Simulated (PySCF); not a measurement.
C4H9NSi, SMILES C#C[Si@H](C)NC.

Geometry: PBE-D3(BJ)/def2-SVP. The structure was generated by enumeration; whether it is a known compound was not checked. The values are those of a single conformer.

The numbers are results of PBE-D3(BJ)/def2-SVP (PySCF 2.14.0), not measurements.

Frequencies are harmonic and unscaled.

Computed harmonic wavenumbers and intensities:
```json
[
 {"mode": "1", "ν (cm⁻¹)": "70", "IR (km/mol)": "0.7", "moving atoms (share of kinetic energy)": "C 53 %, H 33 %"},
 {"mode": "2", "ν (cm⁻¹)": "118", "IR (km/mol)": "0.4", "moving atoms (share of kinetic energy)": "C 46 %, H 38 %, N 13 %"},
 {"mode": "3", "ν (cm⁻¹)": "121", "IR (km/mol)": "6.4", "moving atoms (share of kinetic energy)": "H 74 %, C 12 %, N 10 %"},
 {"mode": "4", "ν (cm⁻¹)": "138", "IR (km/mol)": "0.3", "moving atoms (share of kinetic energy)": "H 68 %, C 26 %"},
 {"mode": "5", "ν (cm⁻¹)": "151", "IR (km/mol)": "0.3", "moving atoms (share of kinetic energy)": "H 61 %, C 29 %"},
 {"mode": "6", "ν (cm⁻¹)": "186", "IR (km/mol)": "1.3", "moving atoms (share of kinetic energy)": "C 39 %, H 35 %, N 14 %, Si 12 %"},
 {"mode": "7", "ν (cm⁻¹)": "273", "IR (km/mol)": "10.2", "moving atoms (share of kinetic energy)": "C 57 %, H 25 %, N 16 %"},
 {"mode": "8", "ν (cm⁻¹)": "331", "IR (km/mol)": "21.1", "moving atoms (share of kinetic energy)": "C 54 %, H 26 %, Si 15 %"},
 {"mode": "9", "ν (cm⁻¹)": "379", "IR (km/mol)": "31.7", "moving atoms (share of kinetic energy)": "H 64 %, C 27 %"},
 {"mode": "10", "ν (cm⁻¹)": "405", "IR (km/mol)": "52.3", "moving atoms (share of kinetic energy)": "H 32 %, C 30 %, N 27 %, Si 11 %"},
 {"mode": "11", "ν (cm⁻¹)": "572", "IR (km/mol)": "24.4", "moving atoms (share of kinetic energy)": "C 57 %, Si 21 %, H 17 %"},
 {"mode": "12", "ν (cm⁻¹)": "660", "IR (km/mol)": "21.5", "moving atoms (share of kinetic energy)": "H 55 %, C 29 %, Si 14 %"},
 {"mode": "13", "ν (cm⁻¹)": "685", "IR (km/mol)": "27.1", "moving atoms (share of kinetic energy)": "H 76 %, C 24 %"},
 {"mode": "14", "ν (cm⁻¹)": "704", "IR (km/mol)": "21.4", "moving atoms (share of kinetic energy)": "H 76 %, C 24 %"},
 {"mode": "15", "ν (cm⁻¹)": "712", "IR (km/mol)": "10.6", "moving atoms (share of kinetic energy)": "H 63 %, C 18 %, N 11 %"},
 {"mode": "16", "ν (cm⁻¹)": "735", "IR (km/mol)": "93.7", "moving atoms (share of kinetic energy)": "Si 38 %, H 34 %, C 28 %"},
 {"mode": "17", "ν (cm⁻¹)": "764", "IR (km/mol)": "0.9", "moving atoms (share of kinetic energy)": "H 62 %, N 20 %, Si 10 %"},
 {"mode": "18", "ν (cm⁻¹)": "856", "IR (km/mol)": "270.6", "moving atoms (share of kinetic energy)": "H 66 %, Si 22 %, C 9 %"},
 {"mode": "19", "ν (cm⁻¹)": "869", "IR (km/mol)": "138.9", "moving atoms (share of kinetic energy)": "H 75 %, C 13 %, Si 12 %"},
 {"mode": "20", "ν (cm⁻¹)": "1060", "IR (km/mol)": "14.0", "moving atoms (share of kinetic energy)": "H 82 %, C 12 %"},
 {"mode": "21", "ν (cm⁻¹)": "1102", "IR (km/mol)": "1.1", "moving atoms (share of kinetic energy)": "H 76 %, C 19 %"},
 {"mode": "22", "ν (cm⁻¹)": "1135", "IR (km/mol)": "108.3", "moving atoms (share of kinetic energy)": "N 45 %, C 36 %, H 18 %"},
 {"mode": "23", "ν (cm⁻¹)": "1214", "IR (km/mol)": "26.3", "moving atoms (share of kinetic energy)": "H 78 %, C 22 %"},
 {"mode": "24", "ν (cm⁻¹)": "1344", "IR (km/mol)": "43.7", "moving atoms (share of kinetic energy)": "H 67 %, N 22 %, C 10 %"},
 {"mode": "25", "ν (cm⁻¹)": "1382", "IR (km/mol)": "2.6", "moving atoms (share of kinetic energy)": "H 96 %"},
 {"mode": "26", "ν (cm⁻¹)": "1383", "IR (km/mol)": "1.8", "moving atoms (share of kinetic energy)": "H 96 %"},
 {"mode": "27", "ν (cm⁻¹)": "1399", "IR (km/mol)": "7.7", "moving atoms (share of kinetic energy)": "H 87 %, C 13 %"},
 {"mode": "28", "ν (cm⁻¹)": "1418", "IR (km/mol)": "10.3", "moving atoms (share of kinetic energy)": "H 95 %"},
 {"mode": "29", "ν (cm⁻¹)": "1445", "IR (km/mol)": "3.0", "moving atoms (share of kinetic energy)": "H 96 %"},
 {"mode": "30", "ν (cm⁻¹)": "2081", "IR (km/mol)": "33.9", "moving atoms (share of kinetic energy)": "C 89 %, H 11 %"},
 {"mode": "31", "ν (cm⁻¹)": "2103", "IR (km/mol)": "163.3", "moving atoms (share of kinetic energy)": "H 95 %"},
 {"mode": "32", "ν (cm⁻¹)": "2902", "IR (km/mol)": "112.1", "moving atoms (share of kinetic energy)": "H 96 %"},
 {"mode": "33", "ν (cm⁻¹)": "2979", "IR (km/mol)": "2.6", "moving atoms (share of kinetic energy)": "H 97 %"},
 {"mode": "34", "ν (cm⁻¹)": "2985", "IR (km/mol)": "38.3", "moving atoms (share of kinetic energy)": "H 92 %, C 8 %"},
 {"mode": "35", "ν (cm⁻¹)": "3041", "IR (km/mol)": "13.0", "moving atoms (share of kinetic energy)": "H 91 %, C 9 %"},
 {"mode": "36", "ν (cm⁻¹)": "3077", "IR (km/mol)": "3.7", "moving atoms (share of kinetic energy)": "H 91 %, C 9 %"},
 {"mode": "37", "ν (cm⁻¹)": "3090", "IR (km/mol)": "2.1", "moving atoms (share of kinetic energy)": "H 91 %, C 9 %"},
 {"mode": "38", "ν (cm⁻¹)": "3390", "IR (km/mol)": "45.1", "moving atoms (share of kinetic energy)": "H 86 %, C 14 %"},
 {"mode": "39", "ν (cm⁻¹)": "3511", "IR (km/mol)": "13.7", "moving atoms (share of kinetic energy)": "H 93 %"}
]
```
